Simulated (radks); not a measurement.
Task: Species: Tc1.5+. Configuration: [Kr] 4d4.5 5s1 (fractional occupations, a model configuration). All-electron calculation, scalar-relativistic Kohn-Sham, BLYP, spin-unpolarised, spherical densities, point nucleus. Program: a radial shooting solver on a logarithmic mesh with Libxc functionals. Some entries of the table are withheld. Estimate them.

orbital  occ.  eigenvalue (eV)  <r> (bohr)
1s          2        -20886.54     0.03428
2s          2        -2991.833      0.1496
2p          6        -2679.416         (1)
3s          2              (2)      0.4155
3p          6        -429.7427      0.4165
3d         10        -263.7504      0.3991
4s          2         -86.9885       1.054
4p          6         -58.8358       1.166
4d        4.5         -19.5307       1.616
5s          1         -15.5906       2.884

Result: 
(1) 2p <r> (bohr): 0.1304
(2) 3s eigenvalue (eV): -532.2651
